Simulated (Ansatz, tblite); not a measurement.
Cost and result up the ladder for (ZnTe)2 ring (Zn2Te2) (4 atoms). Charge 0, multiplicity 1. Geometry: r2SCAN-D4/def2-SVP.

```
atom   x (Å)   y (Å)   z (Å)
 Zn1  -0.333   1.162   0.257
 Te2   0.910  -0.184   2.008
 Zn3   0.333  -1.162  -0.257
 Te4  -0.910   0.184  -2.008
```

Ansatz on 4 threads of Arm Neoverse V1 on a shared host; xTB runs through tblite on one thread. Times are rough, summed over both states, and most runs start from the orbitals of an earlier one. PBE0-D4/def2-TZVP serves as the yardstick here, not as an exact answer. Differences are given only for rows in sets of like size (and for xTB, whose basis is part of the method), since another set adds its own error. The other state is a doublet.

In the def2 sets Te takes a core potential; there is no spin–orbit coupling. The xTB rows come from tblite. Correlated methods freeze 26 core orbitals; core or outer-core shells of Te are correlated, in sets that lack core-valence functions. The rows differ in basis, and correlated rows in double-zeta sets carry the largest basis error. In CCSD on the charge 1 doublet the largest single amplitude is 0.40, so its Hartree–Fock determinant may place the open shell otherwise than the density functionals do.

Correlated methods converge slowly with the basis, most of all in double-zeta sets.

Raw xTB energies of ions are shifted by several eV.

```json
{"level": "GFN1-xTB", "functions": "26", "wall time": "0.009 s"}
{"level": "GFN2-xTB", "functions": "26", "wall time": "0.011 s"}
{"level": "PBE-D4/def2-TZVP", "functions": "196", "wall time": "9.6 s"}
{"level": "PBE0-D4/def2-TZVP", "functions": "196", "wall time": "19 s"}
{"level": "r2SCAN-D4/def2-TZVP (with forces)", "functions": "196", "wall time": "23 s"}
{"level": "CCSD(T)/def2-SVP", "functions": "114", "wall time": "32 s"}
```

Q: Estimate what each level gives for the vertical IE (eV).

A: 
```tsv
level	vertical IE (eV)	difference from PBE0-D4/def2-TZVP (eV)
GFN1-xTB	12.14	4.41
GFN2-xTB	12.81	5.08
PBE-D4/def2-TZVP	7.57	-0.17
PBE0-D4/def2-TZVP	7.74	0.00
r2SCAN-D4/def2-TZVP (with forces)	7.66	-0.07
CCSD(T)/def2-SVP	7.42	–
```
